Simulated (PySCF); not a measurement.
## Structure from NMR data

Molecular formula: C5H4O3. Simulated spectra:

$^{1}$H NMR (300 MHz, computed): δ 8.33 (m, 1H), 7.51 (m, 1H), 7.00 (m, 1H), 5.95 (br s, 1H).

$^{13}$C{$^{1}$H} NMR (computed): δ 169.0 (C), 157.9 (CH), 149.3 (CH), 125.3 (C), 117.3 (CH).

How the numbers were obtained: geometry: PBE0-D3(BJ)/def2-TZVP, GIAO B97-2/pcSseg-2 shieldings, in PySCF 2.14.0 with density-fitted response routines (single conformer, in vacuum, relativity neglected).

Shifts are taken against calculated references (same method and geometry level): $^{1}$H and $^{13}$C vs TMS.

Task: Deduce the structure.

Result: 
The formula gives 4 degrees of unsaturation (1 ring in the answer). 5 carbon signals for 5 carbons: no two carbons are equivalent. Carbon types of the structure: 2 × C, 3 × CH, leaving 1 H on heteroatoms. δC 169.0: carboxylic acid carbon; lone-pair donation from the attached heteroatom keeps it upfield of a ketone carbonyl. δC 157.9, 149.3: aromatic CH next to the ring oxygen. δC 125.3: substituted aromatic carbon. δC 117.3: aromatic CH. δH 8.33, 7.51: hydrogen on an aromatic CH next to the ring oxygen. δH 7.00: hydrogen on an aromatic CH; it sits in the deshielding region of the aromatic ring current. δH 5.95: hydrogen on an acid hydroxyl oxygen; exchangeable, gas-phase position.

Structure: SMILES O=C(O)c1ccoc1.

The data come from this structure; uniqueness wasn't tested.

The OH or NH signal is concentration- and solvent-dependent in practice; the value given is the gas-phase one. Shifts are as computed. Against solution values, carbons near 30 ppm lie about +3 ppm off and those near 130 ppm about +7 ppm. Of 1211 compounds with measured shifts, 218 miss one by over three times the rms of a fit or turn the order of signals round; such compounds aren't used in these exercises. Hydrogen bonding in solution deshields acid and N–H amide carbonyl carbons by as much as 10 ppm beyond these values. No couplings were computed; multiplicities are counted from neighbouring protons, with m where these are inequivalent, close in shift, in a saturated or five-membered ring or joined by F or P, and br s for small geminal =CH2 splittings.
